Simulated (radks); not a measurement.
Results of a calculation; reference values are marked as such.
Species: Pd XVIII. Configuration: [Ar] 3d10 4s1. Level of theory: non-relativistic Kohn-Sham, PBE, spin-polarised, spherical densities, point nucleus; open shells are filled with parallel spins first (spin-orbit coupling, left out, can overturn this in heavy ions); relativity is left out, which matters for an element this heavy (a radial shooting solver on a logarithmic mesh with Libxc functionals).

Normalised radial functions P(r) = r R(r), r in bohr:

| r | 3p down | 4s up |
|---|---|---|
| 0.00424 | 0.0182 | 0.1547 |
| 0.005434 | 0.0290 | 0.1869 |
| 0.006963 | 0.0460 | 0.2219 |
| 0.008923 | 0.0722 | 0.2570 |
| 0.01143 | 0.1118 | 0.2880 |
| 0.01465 | 0.1704 | 0.3076 |
| 0.01878 | 0.2543 | 0.3059 |
| 0.02406 | 0.3690 | 0.2704 |
| 0.03083 | 0.5165 | 0.1882 |
| 0.03951 | 0.6894 | 0.0517 |
| 0.05063 | 0.8629 | -0.1329 |
| 0.06489 | 0.9870 | -0.3339 |
| 0.08315 | 0.9851 | -0.4870 |
| 0.1066 | 0.7700 | -0.5035 |
| 0.1365 | 0.2883 | -0.3083 |
| 0.175 | -0.4173 | 0.0918 |
| 0.2242 | -1.1669 | 0.5477 |
| 0.2873 | -1.6875 | 0.7865 |
| 0.3682 | -1.7627 | 0.5624 |
| 0.4718 | -1.3976 | -0.1203 |
| 0.6046 | -0.8305 | -0.9106 |
| 0.7748 | -0.3538 | -1.3141 |
| 0.9929 | -0.1002 | -1.1148 |
| 1.272 | -0.0169 | -0.5956 |
| 1.63 | -0.0015 | -0.1907 |
| 2.089 | -0.0001 | -0.0328 |
| 2.677 | 0.0000 | -0.0026 |

3p down: eigenvalue -923.84 eV, 1 radial node at r = 0.152 bohr, <r> = 0.378 bohr, 90 % of the charge inside 0.566 bohr. 4s up: eigenvalue -437.39 eV, 3 radial nodes at r = 0.0426, 0.166, 0.455 bohr, <r> = 0.833 bohr, 90 % of the charge inside 1.18 bohr.
